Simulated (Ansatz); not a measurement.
Consider the atomization: `CCCC/N=N/CCCC` → 8 C• + 18 H• + 2 N•.

Program: Ansatz. Geometries: PBE0-D4/def2-TZVP. ΔE: electronic, gas phase. CCSD(T)/CBS adds triple-zeta CCSD(T) − MP2 to the extrapolated MP2 energy (def2 sets, frozen cores). This one scheme is used for every species, atoms too. For atomizations the MP2-based limit and the directly extrapolated one differ by several kJ/mol either way, and by 10 to 25 for some Ge, Se and Sn compounds, so smaller differences from it don't rank the levels. Functionals use def2-TZVPP. No spin–orbit coupling; open shells (•) take unrestricted orbitals. Spin–orbit coupling would lower the free atoms: a little for C. Each species was taken in one conformer, which may not be the lowest.

Problem. What is ΔE at CCSD(T)/CBS? (Best estimate.)

Solution. Ansatz gave: +2653.7 kcal/mol.

Problem. What do these levels give: ωB97X-V, BLYP, HF/def2-SVP, CCSD/def2-SVP, CCSD(T)/def2-SVP, CCSD/def2-TZVPP? (Estimate.)

Solution. The calculation gave: ωB97X-V 2664.0, BLYP 2626.0, HF/def2-SVP 1977.5, CCSD/def2-SVP 2521.0, CCSD(T)/def2-SVP 2547.4, CCSD/def2-TZVPP 2555.5 kcal/mol.

Largest T1 diagnostic among the species: 0.010.

From r2SCAN to r2SCAN0 (25 % exact exchange), in def2-TZVPP and without D4, ΔE moves by −31.0 kcal/mol: exact exchange takes away binding that semilocal exchange gives to molecules. In def2-TZVPP, CCSD(T) changes the Hartree–Fock value by +647.6 kcal/mol (the triples alone add +36.9 kcal/mol) and MP2 by +675.7 kcal/mol; breaking electron pairs costs correlation energy, which Hartree–Fock lacks. At CCSD(T), def2-SVP lies −106.3 kcal/mol from the extrapolated value and def2-TZVPP −61.3 kcal/mol: correlation converges slowly with the basis, and small sets miss more of it in the bonded molecule than in its fragments.
